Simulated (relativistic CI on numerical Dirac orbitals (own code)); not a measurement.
Calculated at this level of theory: Dirac-Coulomb-Breit CI, orbitals from a KLI potential per configuration, a model potential for QED, unscaled Slater integrals (own radial code, finite nucleus).

The strongest absorption lines from the ground level of an ion, among the configurations computed and to levels below about 655 eV (vacuum wavelength in Å, gf): 19.029 (0.61), 19.185 (0.64), 19.187 (0.28), 19.223 (1.2), 24.994 (0.35), 25.008 (0.41), 25.142 (0.33), 56.907 (1.1).

Task: Which ion is it?
A. Rh¹⁸⁺
B. In²⁰⁺
C. In²²⁺
D. In²⁴⁺

Result: C. In²²⁺ has 27 electrons and the ground level 3s²3p⁶3d⁹ ²D5/2; the strongest line goes to 3s²3p⁵3d⁹4s ²F°7/2. The pattern of lines fixes the number of electrons, and along that sequence the line energies rise steadily with the charge (about as its square where n changes within one kind of shell, about linearly where n is kept but much faster in heavy ions where fine structure, which grows about as Z⁴, sets the gap, and irregularly where shells cross), which fixes Z. Configurations outside the model, such as inner-shell arrays, can give stronger lines. At this charge energies of transitions that change n are usually good to better than 1 %, and those within a shell (Δn = 0) to a few per cent.

LS names give the leading component of a level, which can be under half, so a name can repeat, a term be missing and a line seem to break the LS rules.
